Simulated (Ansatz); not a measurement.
trichloro(fluoro)methane (CCl3F), SMILES C(Cl)(F)(Cl)Cl.

Geometry: B3LYP-D3(BJ)/def2-SVP.

Two levels are set side by side: PBE/def2-SVPD (Ansatz, a program for electronic structure) and CAM-B3LYP/def2-SVPD (Ansatz). Energy differences of separate SCF runs at the same geometry; the states with an electron removed or added have multiplicity 2 and 2. Differences are taken from unrounded values.

```csv
quantity,CAM-B3LYP
vertical ionisation energy (eV),11.76
vertical singlet–triplet gap (eV),6.09
```

Question: What does PBE give, and how far is it from CAM-B3LYP? (Estimate from the structure and the level; the computed values follow.)

Answer: 
```json
[
 {"quantity": "vertical ionisation energy (eV)", "PBE": "10.94", "PBE minus CAM-B3LYP": "-0.83"},
 {"quantity": "vertical singlet–triplet gap (eV)", "PBE": "5.20", "PBE minus CAM-B3LYP": "-0.89"}
]
```
